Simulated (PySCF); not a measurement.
## Electron correlation in Be (beryllium, neutral)

[He] 2s1 2p1, high-spin 3P determinant (an excited configuration). Calculation: PySCF 2.14, in dyall-acv3z (15s9p4d2f, 76 functions); scalar relativity by spin-free X2C-1e. Frozen: nothing; 4 electrons correlated; the 5 highest virtual orbitals of each spin left out.

MP2 pair energies summed by pair of shells (mhartree):

```tsv
pair	energy	share (%)
1s-1s	-37.70	85.0
2s-2p	-2.82	6.4
1s-2s	-2.44	5.5
1s-2p	-1.42	3.2
```

Total MP2 correlation energy: -44.38 mhartree.

Same-spin part -4.08 and opposite-spin part -40.30 mhartree; SCS-MP2 scales them by 1/3 and 6/5 to -49.72 mhartree.
